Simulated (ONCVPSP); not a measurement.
# Before and after: ONCV potential for lead

* Element: lead
* Generator: ONCVPSP 4.0.1
* Type: optimised norm-conserving Vanderbilt (ONCV)
* Functional: PBEsol
* Relativity: scalar-relativistic
* Frozen core: [Xe] 4f14 5d10
* Valence charge: 4
* Reference configuration: 6s2 6p1 (charge +1)
* Partial waves: 6s: rc 2.15 bohr, ncon 3, nbas 6, qcut 3.3 1/bohr, 3 projectors, debl 0.8 Ha; 6p: rc 2.40 bohr, ncon 3, nbas 7, qcut 3.6 1/bohr, 2 projectors, debl 3.4 Ha
* Local potential: polynomial inside 1.90 bohr (lpopt 5, dvloc0 2 Ha)
* Core correction: polynomial model core, fcfact 0.35

Change: s: debl 5.

Cutoffs: the cutoffs (Ha) at which the residual kinetic energy of the hardest occupied pseudo-wave falls to 1 and 0.1 mHa per electron; they do not see the model core or the augmentation charge, which bear on the density cutoff. Errors are all-electron minus pseudo energies relative to the spin-unpolarised reference configuration.

**Question.** Predict the effect on cutoff, ghosts and configuration errors.

**Answer.** The potential gets neither clearly harder nor softer (6.3 Ha and 20 Ha → 6.3 Ha and 20 Ha); the errors of the 4 common tests hardly move; the range in which the s phases agree widens (upper end 2.9 → at the end of the scan); neither file shows a bound ghost.

```csv
quantity,base,changed
"cutoff, loose",6.3 Ha,6.3 Ha
"cutoff, tight",20 Ha,20 Ha
bound ghosts,none,none
GHOST(+) flags under 300 eV,"s at 89.9 eV, p at 128.6 eV","p at 128.6 eV, s at 270.1 eV"
"error for 6s2 6p2, meV [ΔE -6.60 eV]",-14,-14
"error for 6s2 6p0, meV [ΔE 13.45 eV]",-56,-56
"error for 6s1 6p0, meV [ΔE 45.93 eV]",-457,-457
"error for 6s2 6p1.5, meV [ΔE -4.10 eV]",-4.1,-4.0
s: phases at 2.19 bohr within 0.05 rad from the reference energy up to (Ha; the scan ends near 5),2.9,to the end of the scan
p: phases at 2.43 bohr within 0.05 rad from the reference energy up to (Ha; the scan ends near 5),3.4,3.4
"rms error of d²Exc/dni dnj with the model core, mHa",0.86,0.86
```

Base: The cutoffs count occupied waves only; projector 2 of the p channel, the hardest unoccupied one, needs 22 Ha at the loose tolerance. Changed file: The cutoffs count occupied waves only; projector 2 of the s channel, the hardest unoccupied one, needs 30 Ha at the loose tolerance.
